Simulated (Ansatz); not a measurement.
`Cl[Si](Cl)(Cl)[TeH]` + HBr → `Cl[Si](Cl)(Cl)Br` + H₂Te  (ligand exchange at the Si–Te bond)

Program: Ansatz. Geometries: PBE0-D4/def2-TZVP. ΔE: electronic, gas phase. CBS: MP2 limit from def2 TZ/QZ plus the TZ coupled-cluster correction, frozen cores. DFT in def2-TZVPP. Elements past krypton have def2 core potentials. For Br, Te outer-core shells are correlated without core-valence functions, which leaves a few kJ/mol of doubt a bond. Scalar relativity is left out up to krypton.

| species | PBE energy (Eh) |
| --- | --- |
| `Cl[Si](Cl)(Cl)[TeH]` | -1938.23297 |
| HBr | -2574.36854 |
| `Cl[Si](Cl)(Cl)Br` | -4243.41247 |
| H₂Te | -269.19894 |

Task: Work out ΔE.

Result: ΔE = (-4243.41247) + (-269.19894) − (-1938.23297) − (-2574.36854) = -0.00990 Eh = -26.0 kJ/mol. CCSD(T)/CBS gives -27.5 kJ/mol.

Largest T1 diagnostic among the species: 0.010.

At CCSD(T), def2-SVP lies −5.3 kJ/mol from the extrapolated value and def2-TZVPP −3.9 kJ/mol. From BLYP to BHLYP (50 % exact exchange), in def2-TZVPP and without D4, ΔE moves by −6.0 kJ/mol. Leaving LDA and LC-ωPBE aside and taking each functional with its dispersion term where it has one, the values, not all of them listed here, spread over 13.0 kJ/mol, from B97M-V to PBE-D4.
